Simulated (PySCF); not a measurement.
B3LYP has the VWN-RPA correlation part, as in Gaussian. 

Z-matrix (Å, degrees):
```
Hf
F 1 1.9076
F 1 1.9076 2 109.47
F 1 1.9076 2 109.47 3 120.00
F 1 1.9076 2 109.47 3 -120.00
```
Charge 0, multiplicity 1.

### Question
Predict the HOMO–LUMO gap, LUMO, HOMO, charge on the central atom (Mulliken) and dipole moment from B3LYP-D3(BJ)/def2-TZVP // r2SCAN-D4/def2-SVP in PySCF 2.14.0.

### Answer

```
Property                                   Value
-------------------------------------  ---------
HOMO–LUMO gap                           10.54 eV
LUMO                                    -1.32 eV
HOMO                                   -11.86 eV
charge on the central atom (Mulliken)     1.72 e
dipole moment                             0.00 D
```
